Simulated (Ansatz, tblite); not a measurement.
Forces on the cluster Mg2O3H2 at its r2SCAN-D4/def2-SVP geometry. Total charge 0; singlet.

The xTB rows come from tblite. The restricted singlet is unstable towards broken spin symmetry in Hartree–Fock (as tested in another run); at PBE-D4/def2-TZVP this wasn't settled. Another isomer (singlet) lies 1.86 eV lower at PBE0-D4/def2-TZVP; other spin states weren't run for this one.

GFN1-xTB (tblite), largest force 2.25 eV/Å:

```xyz
7
positions Å, forces eV/Å
Mg   -0.548    0.310   -0.920    0.085   -0.060    0.138
Mg    1.184   -0.671    1.998    0.028   -0.021    0.050
O     0.879   -0.529    0.085   -1.631    1.002    1.181
O    -0.251    0.161    0.987    1.532   -0.931   -1.360
O    -1.411    0.813   -2.374    0.461   -0.250    0.803
H     2.016   -1.141    3.397   -0.579    0.328   -0.975
H    -1.868    1.057   -3.173    0.104   -0.068    0.162
```

GFN2-xTB (tblite), largest force 2.14 eV/Å:

```
Mg 0.026 -0.027 0.007
Mg -0.151 0.081 -0.252
O -1.527 0.937 1.173
O 1.493 -0.908 -1.229
O 0.431 -0.204 0.797
H -0.507 0.287 -0.855
H 0.237 -0.166 0.358
```

PBE-D4/def2-TZVP (Ansatz), largest force 0.19 eV/Å:

```
Mg 0.066 -0.039 0.107
Mg -0.015 0.005 -0.022
O 0.038 -0.023 -0.075
O -0.074 0.046 0.013
O 0.051 -0.021 0.102
H 0.023 -0.012 0.038
H -0.090 0.045 -0.163
```
